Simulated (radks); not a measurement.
Results of a calculation; reference values are marked as such.
How relativity changes the ionisation of neutral zinc ([Ar] 3d10 4s2) to Zn+ ([Ar] 3d10 4s1). Spin-unpolarised spherical Kohn-Sham, PBE, point nucleus unless stated (finite: rms radius 3.9283 fm), a radial shooting solver on a logarithmic mesh with Libxc functionals. A level marked "c x" has the speed of light scaled by that factor.

level                        E(Zn) (hartree)  E(Zn+) (hartree)  IE (eV)   HOMO  <r> HOMO (bohr)
non-rel.                         -1779.18280       -1778.82752    9.668     4s            2.702
scalar-rel.                      -1796.01877       -1795.65537    9.889     4s            2.655
scalar-rel., finite nucleus      -1796.00997       -1795.64657    9.889     4s            2.655
Dirac                            -1796.08415       -1795.72074    9.889  4s1/2            2.655
Dirac, finite nucleus            -1796.07534       -1795.71193    9.889  4s1/2            2.655
Dirac, c x 0.75                  -1809.80637       -1809.43612   10.075  4s1/2            2.617
Dirac, c x 2                     -1783.33356       -1782.97631    9.721  4s1/2            2.691
Dirac, c x 3                     -1781.02160       -1780.66546    9.691  4s1/2            2.697

NIST Atomic Spectra Database: 9.394 eV (measured). The relativistic part of the total energy of Zn is -16.89 hartree (Dirac, finite nucleus), 0.95 % of the non-relativistic value. Spin polarisation and multiplet splitting of open shells are left out at every level.

Beside tabulated values, note that spin-unpolarised runs miss the spin-polarisation part of the exchange energy of open shells.
